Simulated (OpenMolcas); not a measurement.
**V4+, Nb4+, Ta4+: d down the group**

```
Program             : OpenMolcas
Method              : CASSCF
Basis               : ANO-RCC-VQZP
Scalar Hamiltonian  : DKH2, point nucleus
Spin-orbit coupling : RASSI with atomic mean-field integrals over the reference wave functions, term energies averaged over their components
```

Active space for each ion: 1 electron in 5 orbitals (d).

Computed levels in cm-1 above ²D_3/2:

```csv
Level,V4+,Nb4+,Ta4+
²D_5/2,596,1787,6777
weight of ²D in the lowest level (%),100,100,100
```

Measured, with the error of the calculation in %. Measured levels: V4+ from Sugar and Corliss, J. Phys. Chem. Ref. Data 7, 1191 (1978); Nb4+ from Moore, Atomic Energy Levels, vol. II, NSRDS-NBS 35 (1971 reprint of NBS Circular 467, 1952).

```tsv
Level	V4+	Nb4+
²D_5/2	625 (-4.6)	1870 (-4.5)
```

The fine-structure level ²D_5/2 changes by a factor of 11.4 from V4+ to Ta4+.

With one active electron the reference holds no correlation, so core polarisation is missing. Measured partners are found by configuration, term and J. A level has none where our copy of the source lacks it or the pairing is in doubt (some pairs that miss far off the trend of their configuration count as doubtful), and it then counts in no deviation. Levels of configurations outside the active space are missing.
